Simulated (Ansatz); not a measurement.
Molecule: CNO, charge 0, multiplicity 2. It need not be the lowest isomer of its formula. SMILES: [N]=C=O
Structure (B3LYP-D3(BJ)/def2-TZVP (Ansatz, a quantum-chemistry and plane-wave program) minimum search):
```
C
O 1 1.1754
N 1 1.2216 2 180.00
```
Charge 0, spin multiplicity 2.

Parts of the frozen-core correlation energy in cc-pVDZ (Ansatz, hartree). Frozen orbitals: 3; correlated occupied orbitals by spin: 8 and 7; virtual: 31 and 32. UHF or UKS for open shells. Spin-orbit coupling is left out. Non-relativistic.

| term | value |
|---|---|
| reference (HF) | -167.14442 |
| MP2 opposite-spin | (withheld) |
| MP2 same-spin | (withheld) |
| CCSD correlation | (withheld) |
| (T) | -0.01676 |
| CCSDT minus CCSD(T) | -0.00116 |
| T1 diagnostic | 0.027 |
| largest doubles amplitude | 0.085 |
| <S^2> of the reference | 0.846 |

**Question.** Fill in the missing entries.

**Answer.** 
- MP2 opposite-spin, value: -0.30061
- MP2 same-spin, value: -0.11523
- CCSD correlation, value: -0.43545
